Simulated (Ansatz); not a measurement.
Basis-set extrapolation for CH5ClFNSi2 (PBE0-D4/def2-TZVP geometry, frozen core, the Gaussian-basis code of Ansatz). Multiplicity 1, RHF reference.

```
                       def2-TZVPP    def2-QZVPP
                 HF  -1232.227045  -1232.266608
    MP2 correlation     -1.034635     -1.122318
CCSD(T) correlation     -1.134267       not run
```

Energies in hartree. Use E(X) = E(∞) + A·exp(−7.88·√X) for Hartree–Fock and E(X) = E(∞) + B·X^(−2.97) for correlation, with X = 3 and 4, and add CCSD(T) minus MP2 of the smaller set to the MP2 limit.

Task: What is the CCSD(T) energy at the basis-set limit?

Result: HF limit: -1232.266608 + (-0.039563) × 0.13774 = -1232.27206. MP2 limit: -1.122318 + (-0.087683) × 0.74074 = -1.18727. Higher-order term: -1.134267 − (-1.034635) = -0.09963. Total: -1233.55896 hartree, 5.38 eV below CCSD(T)/def2-TZVPP.
